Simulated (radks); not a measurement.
Results of a calculation; reference values are marked as such.
Q: The rubidium ion Rb4+, 33 electrons, occupied as [Ar] 3d10 4s2 4p1 4d2 (not the ground configuration). Level of theory: Dirac Kohn-Sham, PBEsol, spin-unpolarised, spherical densities, point nucleus; open shells fill j = l - 1/2 first (a radial shooting solver on a logarithmic mesh with Libxc functionals). Some entries of the table are withheld. Estimate them.

orbital  occ.  eigenvalue (eV)  <1/r> (bohr^-1)  <r^2> (bohr^2)
1s1/2       2        -15078.84            37.86        0.002189
2s1/2       2        -2065.158            8.499         0.03726
2p1/2       2        -1879.274              (1)         0.02846
2p3/2       4        -1818.511              (2)         0.02988
3s1/2       2        -355.8197              (3)          0.2989
3p1/2       2        -289.1340            2.715          0.3049
3p3/2       4        -279.9700            2.641          0.3172
3d3/2       4        -163.0342            2.412             (4)
3d5/2       6        -161.4692            2.393             (5)
4s1/2       2         -82.1851            1.004           2.038
4p1/2       1         -64.7237           0.9031           2.470
4p3/2       0         -63.4797           0.8860           2.548
4d3/2       2         -37.8556           0.6808           4.204
4d5/2       0         -37.7087           0.6779           4.237
5s1/2       0         -31.3593           0.4603           9.454
5p1/2       0              (6)              (7)             (8)
5p3/2       0              (9)             (10)            (11)
4f5/2       0         -18.6916           0.3844           10.67
4f7/2       0         -18.6892           0.3843           10.68
5d3/2       0         -17.7459           0.3253           19.63
5d5/2       0         -17.7016           0.3244           19.73

A: 
(1) 2p1/2 <1/r> (bohr^-1): 8.472
(2) 2p3/2 <1/r> (bohr^-1): 8.160
(3) 3s1/2 <1/r> (bohr^-1): 2.825
(4) 3d3/2 <r^2> (bohr^2): 0.3294
(5) 3d5/2 <r^2> (bohr^2): 0.3339
(6) 5p1/2 eigenvalue (eV): -25.9958
(7) 5p1/2 <1/r> (bohr^-1): 0.4123
(8) 5p1/2 <r^2> (bohr^2): 11.82
(9) 5p3/2 eigenvalue (eV): -25.6726
(10) 5p3/2 <1/r> (bohr^-1): 0.4068
(11) 5p3/2 <r^2> (bohr^2): 12.10
